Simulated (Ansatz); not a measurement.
CH4AlNSeSi (`[AlH2][N]1[SiH2]C1=[Se]`). Charge 0, multiplicity 1.

Z-matrix (Å, degrees):
```
Si
N 1 1.760
C 1 1.821 2 44.6
H 1 1.478 2 116.7 3 110.3
H 1 1.478 2 116.8 3 -110.3
Al 2 1.819 1 153.2 3 -179.9
Se 3 1.763 1 158.7 2 -179.9
H 6 1.578 2 112.6 1 -0.5
H 6 1.572 2 121.3 1 179.6
```

Q: What are the harmonic wavenumbers in cm⁻¹ at PBE0-D4/def2-TZVP (Ansatz, finite differences of forces, unscaled)? (An estimate is asked.)

A: Computed: 56, 87, 141, 250, 305, 410, 465, 574, 581, 601, 627, 648, 757, 819, 955, 1053, 1367, 1955, 1989, 2253, 2277.

Q: Is this a minimum?

A: Yes, all 21 modes are real.

Q: Give the ideal-gas thermochemistry at 298.15 K and 1 bar (rigid rotor, harmonic oscillator; point group Cs, symmetry number 1).

A: Zero-point energy 108.7 kJ/mol; H(298) − E = 131.0 kJ/mol; entropy 373.0 J/(mol·K), of which translation 172.5, rotation 122.0, vibration 78.5; G(298) − E = 19.8 kJ/mol. Modes under 100 cm⁻¹ are hindered rotations or soft bends, so the harmonic entropy is rough.
